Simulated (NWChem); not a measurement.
System: SiH$_{3}$SeF; SMILES F[SiH2][SeH]

Here is an NWChem input.

```
start job
memory heap 200 mb stack 900 mb global 1100 mb
geometry units angstroms noautoz
  Si     0.651893     1.143367     0.103319
  F     -0.754544     1.781853    -0.367286
  Se     0.518522    -1.099032     0.507554
  H      1.039080     1.740221     1.402230
  H      1.636368     1.416354    -0.969378
  H      0.474949    -1.462213    -0.928408
end
basis spherical
  * library def2-svp
end
dft
  xc xcamb88 1.00 lyp 0.81 vwn_5 0.19 hfexch 1.00
  cam 0.33 cam_alpha 0.19 cam_beta 0.46
  iterations 150
end
tddft
  nroots 8
  notriplet
end
task tddft energy
```

NWChem printed, in part:

```
             Northwest Computational Chemistry Package (NWChem) 7.3.0
             --------------------------------------------------------

 C1  symmetry detected

                             Geometry "geometry" -> ""
                             -------------------------

 Output coordinates in angstroms (scale by  1.889725989 to convert to a.u.)

  No.       Tag          Charge          X              Y              Z
 ---- ---------------- ---------- -------------- -------------- --------------
    1 Si                  14.0000     0.54026116     1.11779652    -0.00568591
    2 F                    9.0000    -0.71182910     2.13641306     0.03777449
    3 Se                  34.0000    -0.09578160    -1.07388403     0.03346744
    4 H                    1.0000     1.34946191     1.29953523     1.22129553
    5 H                    1.0000     1.30027803     1.41219760    -1.24265565
    6 H                    1.0000    -0.55035984    -1.07654473    -1.37690041

 Effective nuclear repulsion energy (a.u.)     243.3594932153

                                 NWChem DFT Module
                                 -----------------

 Summary of "ao basis" -> "ao basis" (spherical)
 ------------------------------------------------------------------------------
       Tag                 Description            Shells   Functions and Types
 ---------------- ------------------------------  ------  ---------------------
 Si                         def2-svp                 8       18   4s3p1d
 F                          def2-svp                 6       14   3s2p1d
 Se                         def2-svp                12       32   5s4p3d
 H                          def2-svp                 3        5   2s1p

            General Information
            -------------------
          SCF calculation type: DFT
          Wavefunction type:  closed shell.
          No. of atoms     :     6
          No. of electrons :    60
           Alpha electrons :    30
            Beta electrons :    30
          Charge           :     0
          Spin multiplicity:     1
          Use of symmetry is: off; symmetry adaption is: off
          Maximum number of iterations: 150
          AO basis - number of functions:    79
                     number of shells:    35
          Convergence on energy requested:  1.00D-06
          Convergence on density requested:  1.00D-05
          Convergence on gradient requested:  5.00D-04

              XC Information
              --------------
                     Hartree-Fock (Exact) Exchange  1.000
                   CAM-Becke88 Exchange Functional  1.000
                      VWN V Correlation Functional  0.190 local
              Lee-Yang-Parr Correlation Functional  0.810

[...]

                                NWChem TDDFT Module
                                -------------------

            General Information
            -------------------
           No. of orbitals :     158
            Alpha orbitals :      79
             Beta orbitals :      79
        Alpha frozen cores :       0
         Beta frozen cores :       0
     Alpha frozen virtuals :       0
      Beta frozen virtuals :       0
         Spin multiplicity :       1
    Number of AO functions :      79
        Use of symmetry is : off
      Symmetry adaption is : off
         Schwarz screening :  0.10D-07

              XC Information
              --------------
              Hartree-Fock (Exact) Exchange   1.00
            CAM-Becke88 Exchange Functional   1.00
               VWN V Correlation Functional   0.19 local
       Lee-Yang-Parr Correlation Functional   0.81
           Alpha           :  0.19
           Beta            :  0.46
           Gamma           :  0.33

             TDDFT Information
             -----------------
          Calculation type : TDDFT
         Wavefunction type : Restricted singlets
          No. of electrons :      60
           Alpha electrons :      30
            Beta electrons :      30
              No. of roots :       8
          Max subspacesize :    5600
            Max iterations :     100
               Target root :       1
           Target symmetry : none
      Symmetry restriction : off
                 Algorithm : Optimal
        Davidson threshold :  0.10D-03

    8 smallest eigenvalue differences (eV)
--------------------------------------------------------
  No. Spin  Occ  Vir  Irrep   E(Occ)    E(Vir)   E(Diff)
--------------------------------------------------------
    1    1   30   31 a        -0.317     0.045     9.830
    2    1   30   32 a        -0.317     0.062    10.315
    3    1   30   33 a        -0.317     0.068    10.461
    4    1   29   31 a        -0.378     0.045    11.493
    5    1   30   34 a        -0.317     0.118    11.835
    6    1   29   32 a        -0.378     0.062    11.978
    7    1   29   33 a        -0.378     0.068    12.124
    8    1   30   35 a        -0.317     0.129    12.129
--------------------------------------------------------

  Entering Davidson iterations
  Restricted singlet excited states

  Iter   NTrls   NConv    DeltaV     DeltaE      Time
  ----  ------  ------  ---------  ---------  ---------
    1      8       0     0.25E+00   0.10+100       10.1
    2     24       0     0.52E-01   0.31E-01       14.7
    3     40       0     0.52E-01   0.57E-02       15.8
    4     56       0     0.48E-01   0.54E-02       13.7
    5     72       1     0.28E-01   0.51E-02       13.8
    6     86       3     0.88E-02   0.87E-03       13.1
    7     96       6     0.18E-02   0.44E-04       11.1
    8    100       6     0.40E-03   0.13E-05        8.2
    9    104       8     0.92E-04   0.43E-07        7.9
  ----  ------  ------  ---------  ---------  ---------
  Convergence criterion met

  Ground state a       -2792.405101501070 a.u.

[...]
```

Level: CAM-B3LYP/def2-SVP, full TDDFT. Structure relaxed at the B3LYP/6-31G* (spherical d) level.
